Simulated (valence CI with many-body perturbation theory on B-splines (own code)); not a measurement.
## E1 line list for Tc4+

Computed by relativistic CI+MBPT: three valence electrons over a frozen Dirac-Fock core [Kr], radial functions for each j: 9 s, 9 p, 10 d, 8 f, 5 g, 3 h, 1 i, with the one-electron correlation potential Σ1, the two-electron term Σ2, the three-electron term Σ3, Breit, model QED; selected CI, second order for the rest, scaled by the run's own slope (own B-spline code, finite nucleus).

No measured levels were compared; by estimate terms of the open shell hold to 2 to 4 % of their energy, and close levels can change places; different configurations can be misplaced against each other by 1,000 to 8,000 cm⁻¹. Core correlation moves these levels by up to 16000 cm⁻¹, and in measured spectra 5 to 20 % of such shifts remained as error; rates that hang on mixing are uncertain with them.

Lines 1 to 50 of 255 in falling wavelength, among levels below 187970 cm⁻¹, chosen from the strongest by gf and those to the six lowest levels. Wavelengths and rates use the calculated energies, so an error of 2000 cm⁻¹ moves a line at 220.1 nm by 4.4 % and its rate by three times that or more. Electric multipoles are in the length gauge, E1 and E2 with the static RPA response of the core. Weak lines are less certain than strong ones. Lines between different terms over intervals too small for the method are left out, as are lines whose strength nearly cancels. Where a level lies close to another of its J and parity, the split of strength between their lines is uncertain. The highest levels of a list are the least certain.

Names give the largest LS component (configuration and term), which can be under half, so a name can repeat, a term be missing and a line seem to break the LS rules; names also repeat where a configuration has a term twice. Letters in brackets count levels of one name in rising energy.

```tsv
λ vac (nm)	Upper	Lower	A (s⁻¹)	S (a.u.)
220.1	4d²5p ²D°_5/2 [a]	4d²5s ²P_3/2	7.10e+07	2.24e+00
220.0	4d²5p ²S°_1/2	4d²5s ²P_3/2	1.59e+08	1.68e+00
212.3	4d²5p ²S°_1/2	4d²5s ²P_1/2	1.37e+08	1.30e+00
204.7	4d²5p ²G°_7/2 [a]	4d²5s ²G_7/2	5.24e+07	1.78e+00
201.4	4d²5p ⁴G°_5/2	4d²5s ²F_5/2	4.54e+07	1.10e+00
195.4	4d²5p ²G°_9/2 [a]	4d²5s ²G_9/2	9.16e+07	3.37e+00
192.2	4d²5p ⁴F°_3/2	4d²5s ²F_5/2	6.30e+07	8.83e-01
191.7	4d²5p ⁴G°_9/2	4d²5s ²F_7/2	2.83e+07	9.84e-01
186.5	4d²5p ⁴D°_5/2 [a]	4d²5s ⁴P_3/2	5.24e+07	1.01e+00
186.3	4d²5p ⁴F°_5/2	4d²5s ²F_5/2	7.94e+07	1.52e+00
183.1	4d²5p ²F°_7/2	4d²5s ²F_7/2	2.15e+08	5.22e+00
181.8	4d²5p ²D°_5/2 [a]	4d²5s ⁴P_5/2	5.92e+07	1.05e+00
180.0	4d²5p ²F°_5/2 [a]	4d²5s ²F_5/2	2.08e+08	3.60e+00
179.8	4d²5p ⁴D°_7/2 [a]	4d²5s ⁴P_5/2	1.03e+08	2.37e+00
179.7	4d²5p ²G°_7/2 [b]	4d²5s ²G_7/2	2.22e+08	5.08e+00
179.3	4d²5p ²G°_7/2 [b]	4d²5s ²G_9/2	7.95e+07	1.81e+00
177.8	4d²5p ²D°_3/2 [a]	4d²5s ²F_5/2	1.87e+08	2.07e+00
175.6	4d²5p ²D°_5/2 [a]	4d²5s ²F_7/2	3.10e+08	4.97e+00
174.3	4d²5p ²G°_9/2 [b]	4d²5s ²G_7/2	3.15e+07	8.23e-01
174.3	4d²5p ²P°_3/2	4d²5s ²D_5/2	3.39e+08	3.54e+00
174.0	4d²5p ²G°_9/2 [b]	4d²5s ²G_9/2	4.91e+08	1.28e+01
173.8	4d²5p ⁴G°_5/2	4d²5s ⁴F_5/2	1.48e+08	2.30e+00
173.7	4d²5p ⁴D°_7/2 [a]	4d²5s ²F_7/2	2.25e+08	4.66e+00
172.8	4d²5p ⁴D°_7/2 [b]	4d²5s ²G_7/2	1.86e+08	3.80e+00
172.2	4d²5p ⁴S°_3/2	4d²5s ⁴P_3/2	1.21e+08	1.22e+00
172.0	4d²5p ⁴S°_3/2	4d²5s ⁴P_5/2	4.79e+08	4.81e+00
171.8	4d²5p ⁴D°_3/2 [a]	4d²5s ²F_5/2	1.36e+08	1.36e+00
171.0	4d²5p ⁴D°_3/2 [b]	4d²5s ²D_5/2	1.46e+08	1.44e+00
170.9	4d²5p ⁴G°_5/2	4d²5s ⁴F_3/2	4.00e+08	5.91e+00
170.8	4d²5p ⁴D°_5/2 [a]	4d²5s ²F_5/2	1.21e+08	1.78e+00
170.4	4d²5p ⁴G°_7/2	4d²5s ⁴F_7/2	2.15e+08	4.20e+00
168.2	4d²5p ²G°_7/2 [b]	4d²5s ²D_5/2	6.32e+07	1.19e+00
168.1	4d²5p ²F°_5/2 [b]	4d²5s ²D_3/2	2.81e+08	3.96e+00
167.6	4d²5p ⁴G°_9/2	4d²5s ⁴F_9/2	2.51e+08	5.84e+00
167.4	4d²5p ⁴D°_7/2 [c]	4d²5s ²G_7/2	8.33e+07	1.54e+00
166.9	4d²5p ⁴F°_3/2	4d²5s ⁴F_5/2	2.73e+08	2.50e+00
166.4	4d²5p ⁴F°_5/2	4d²5s ⁴F_7/2	3.05e+08	4.16e+00
166.2	4d²5p ⁴G°_7/2	4d²5s ⁴F_5/2	3.96e+08	7.17e+00
166.0	4d²5p ⁴D°_5/2 [b]	4d²5s ²D_5/2	8.65e+07	1.17e+00
165.8	4d²5p ²G°_9/2 [a]	4d²5s ²F_7/2	4.65e+08	1.05e+01
165.1	4d²5p ⁴F°_7/2	4d²5s ⁴F_9/2	2.18e+08	3.87e+00
164.4	4d²5p ²P°_3/2	4d²5s ⁴P_3/2	2.02e+08	1.77e+00
164.2	4d²5p ⁴F°_3/2	4d²5s ⁴F_3/2	3.17e+08	2.77e+00
163.9	4d²5p ²G°_7/2 [a]	4d²5s ²F_5/2	5.08e+08	8.84e+00
163.6	4d²5p ⁴D°_1/2 [b]	4d²5s ⁴P_1/2	4.59e+08	1.99e+00
162.8	4d²5p ²F°_5/2 [b]	4d²5s ⁴P_3/2	8.49e+07	1.08e+00
162.7	4d²5p ²F°_5/2 [b]	4d²5s ⁴P_5/2	1.21e+08	1.54e+00
162.6	4d²5p ⁴G°_9/2	4d²5s ⁴F_7/2	4.19e+08	8.90e+00
162.4	4d²5p ⁴F°_5/2	4d²5s ⁴F_5/2	2.04e+08	2.59e+00
162.4	4d²5p ²P°_1/2	4d²5s ²D_3/2	4.44e+08	1.88e+00
```
